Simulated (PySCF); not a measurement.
C3H6BFO2, SMILES OB(O)C1(F)CC1.

Coordinates come from a B3LYP-D3(BJ)/def2-SVP optimisation. This is a generated structure with no PubChem entry under its InChIKey; it may be hypothetical. The values are those of a single conformer.

Two levels are set side by side: TDA-PBE/def2-SVPD (PySCF) and TDA-PBE0/def2-SVPD (PySCF). Vertical, same geometry. The lowest singlet is HOMO→LUMO 100 % with PBE and HOMO→LUMO 95 % with the other functional; states are paired by order. Differences are taken from unrounded values.

| quantity | TDA-PBE0 |
|---|---|
| lowest singlet excitation (eV) | 7.37 |
| lowest triplet excitation (TDA) (eV) | 7.25 |
| first bright state (f over 0.05) (eV) | 8.07 |
| its oscillator strength | 0.18 |

What does TDA-PBE give, and how far is it from TDA-PBE0? (An estimate is asked for; the answer gives what the named calculation found.)


```tsv
quantity	TDA-PBE	TDA-PBE minus TDA-PBE0
lowest singlet excitation (eV)	6.30	-1.08
lowest triplet excitation (TDA) (eV)	6.25	-1.00
first bright state (f over 0.05) (eV)	7.19	-0.87
its oscillator strength	0.14	-0.04
```

A lower first singlet is the usual sign of a functional without exact exchange. Differences between two approximate levels are no errors against the true value.

Rough cost on one machine, each run with all the roots and properties that it gave: TDA-PBE0 against TDA-PBE about 2 times.
